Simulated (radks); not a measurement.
The numbers below are computed, except where a source is named.
Problem. Radial electron density D(r) = 4 pi r^2 rho(r) of an atom or ion with 31 electrons. Level of theory: scalar-relativistic Kohn-Sham, r2SCAN, spin-polarised, spherical densities, finite nucleus; meta-GGA in the generalised Kohn-Sham scheme; Fermi nuclear charge, rms radius of each element as measured or else 0.836 A^(1/3) + 0.57 fm (a radial shooting solver on a logarithmic mesh with Libxc functionals).

```
   r/bohr * D(r) (the largest magnitude, 45.7, reaches the edge; | marks zero)
 0.004072 |    *
 0.005345 |       *
 0.007016 |           *
  0.00921 |                *
  0.01209 |                        *
  0.01599 |                                *
  0.02099 |                                        *
  0.02756 |                                             *
  0.03617 |                                              *
  0.04748 |                                          *
  0.06232 |                                      *
   0.0818 |                                       *
   0.1074 |                                               *
   0.1409 |                                                      *
    0.185 |                                                 *
   0.2428 |                                   *
   0.3187 |                          *
   0.4183 |                               *
   0.5491 |                                 *
   0.7207 |                         *
    0.946 |             *
    1.252 |     *
    1.643 |  *
    2.157 | *
    2.831 |*
    3.715 *
    4.877 *
    6.401 *
    8.402 *
```

What is the nuclear charge?

Solution. Z = 32. The innermost maximum, from 1s, lies near gamma/Z bohr with gamma = sqrt(1 - (Z/c)^2) = 0.972, here 0.0304 bohr (found: 0.0329), and its height grows with Z. The density is that of the germanium ion Ge+ in [Ar] 3d10 4s2 4p1; the configuration itself is not fixed sharply by these data, and Z only to about a unit. D(r) has 3 maxima, at r = 0.0329, 0.148, 0.519 bohr, and minima at 0.0697, 0.326 bohr, inside which lie 2.09, 10.97 electrons.
